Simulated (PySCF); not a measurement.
C₃H₇O (SMILES C[CH]OC), doublet, geometry from GFN2-xTB; MP2/6-311G** (PySCF).

The PySCF input:
```python
from pyscf import gto, scf, mp

mol = gto.M(
    atom='''
O     0.07101639   -0.66456001    0.19109071
C    -0.06692834    0.67303357   -0.09082657
C     1.35818535   -1.19034893    0.02589577
C    -1.44549983    1.21108447   -0.04695723
H     0.68863969    1.12953665   -0.71319426
H     1.29299347   -2.25508650    0.24458366
H     1.71840718   -1.04941663   -1.00022698
H     2.07110162   -0.72074430    0.71400912
H    -1.97038421    1.09659057   -1.00448575
H    -2.01653063    0.67958044    0.71033681
H    -1.42690127    2.27340509    0.19157975
''',
    basis='6-311g**',
    spin=1,
    verbose=4,
)

mf = scf.UHF(mol)
mf.kernel()

pt = mp.MP2(mf)
pt.kernel()
print('E(MP2) = %.10f' % pt.e_tot)
```

### Question
What does PySCF print? Leave out banner, timings and long lists.

### Answer

```
PySCF version 2.14.0

[INPUT] verbose = 4
[INPUT] num. atoms = 11
[INPUT] num. electrons = 33
[INPUT] charge = 0
[INPUT] spin (= nelec alpha-beta = 2S) = 1
[INPUT] symmetry False subgroup None
[INPUT] Mole.unit = angstrom
[INPUT] Symbol           X                Y                Z      unit          X                Y                Z       unit  Magmom
[INPUT]  1 O      0.071016390000  -0.664560010000   0.191090710000 AA    0.134201527455  -1.255836412238   0.361109106849 Bohr   0.0
[INPUT]  2 C     -0.066928340000   0.673033570000  -0.090826570000 AA   -0.126476232572   1.271849119938  -0.171637342134 Bohr   0.0
[INPUT]  3 C      1.358185350000  -1.190348930000   0.025895770000 AA    2.566598337897  -2.249433470369   0.048935913085 Bohr   0.0
[INPUT]  4 C     -1.445499830000   1.211084470000  -0.046957230000 AA   -2.731598791805   2.288617962014  -0.088736304268 Bohr   0.0
[INPUT]  5 H      0.688639690000   1.129536650000  -0.713194260000 AA    1.301340412605   2.134514916159  -1.347741825012 Bohr   0.0
[INPUT]  6 H      1.292993470000  -2.255086500000   0.244583660000 AA    2.443403539151  -4.261495872204   0.462196131944 Bohr   0.0
[INPUT]  7 H      1.718407180000  -1.049416630000  -1.000226980000 AA    3.247318940686  -1.983110021264  -1.890155054601 Bohr   0.0
[INPUT]  8 H      2.071101620000  -0.720744300000   0.714009120000 AA    3.913814837943  -1.362009332841   1.349281687242 Bohr   0.0
[INPUT]  9 H     -1.970384210000   1.096590570000  -1.004485750000 AA   -3.723486517067   2.072255848081  -1.898202963528 Bohr   0.0
[INPUT] 10 H     -2.016530630000   0.679580440000   0.710336810000 AA   -3.810690612497   1.284220911211   1.342342027097 Bohr   0.0
[INPUT] 11 H     -1.426901270000   2.273405090000   0.191579750000 AA   -2.696452607094   4.296112990292   0.362033258513 Bohr   0.0

nuclear repulsion = 125.276416307802
number of shells = 60
number of NR pGTOs = 180
number of NR cGTOs = 114
basis = 6-311g**
ecp = {}

******** <class 'pyscf.scf.uhf.UHF'> ********
method = UHF
initial guess = minao
damping factor = 0
level_shift factor = 0
DIIS = <class 'pyscf.scf.diis.CDIIS'>
diis_start_cycle = 1
diis_space = 8
diis_damp = 0
SCF conv_tol = 1e-09
SCF conv_tol_grad = None
SCF max_cycles = 50
direct_scf = True
direct_scf_tol = 1e-13
number electrons alpha = 17  beta = 16
Set gradient conv threshold to 3.16228e-05
init E= -193.036270785206

cycle= 1 E= -192.455086073284  delta_E= 0.581  |g|= 0.355  |ddm|= 1.71
cycle= 2 E= -192.515535019605  delta_E= -0.0604  |g|= 0.176  |ddm|= 0.352
cycle= 3 E= -192.527996698811  delta_E= -0.0125  |g|= 0.0557  |ddm|= 0.126
cycle= 4 E= -192.530172938118  delta_E= -0.00218  |g|= 0.0161  |ddm|= 0.0643
cycle= 5 E= -192.530495340459  delta_E= -0.000322  |g|= 0.00803  |ddm|= 0.0259
cycle= 6 E= -192.530613976539  delta_E= -0.000119  |g|= 0.00314  |ddm|= 0.0175
cycle= 7 E= -192.530633567769  delta_E= -1.96e-05  |g|= 0.00121  |ddm|= 0.0072
cycle= 8 E= -192.530636150555  delta_E= -2.58e-06  |g|= 0.000459  |ddm|= 0.00266
cycle= 9 E= -192.530636471128  delta_E= -3.21e-07  |g|= 0.000198  |ddm|= 0.000903
cycle= 10 E= -192.530636529042  delta_E= -5.79e-08  |g|= 8.67e-05  |ddm|= 0.000375
cycle= 11 E= -192.530636542279  delta_E= -1.32e-08  |g|= 3.24e-05  |ddm|= 0.000205
cycle= 12 E= -192.530636544294  delta_E= -2.02e-09  |g|= 1.08e-05  |ddm|= 8.11e-05
cycle= 13 E= -192.530636544507  delta_E= -2.13e-10  |g|= 4.57e-06  |ddm|= 2.45e-05
Extra cycle  E= -192.530636544532  delta_E= -2.51e-11  |g|= 2.84e-06  |ddm|= 6.25e-06
converged SCF energy = -192.530636544532  <S^2> = 0.76179278  2S+1 = 2.0117582

******** <class 'pyscf.mp.ump2.UMP2'> ********
nocc = (np.int64(17), np.int64(16)), nmo = (114, 114)
E(UMP2) = -193.231825124921  E_corr = -0.701188580389119
E(SCS-UMP2) = -193.23592172041  E_corr = -0.705285175877779
E_corr(same-spin) = -0.157085908372113
E_corr(oppo-spin) = -0.544102672017006
E(MP2) = -193.2318251249
```
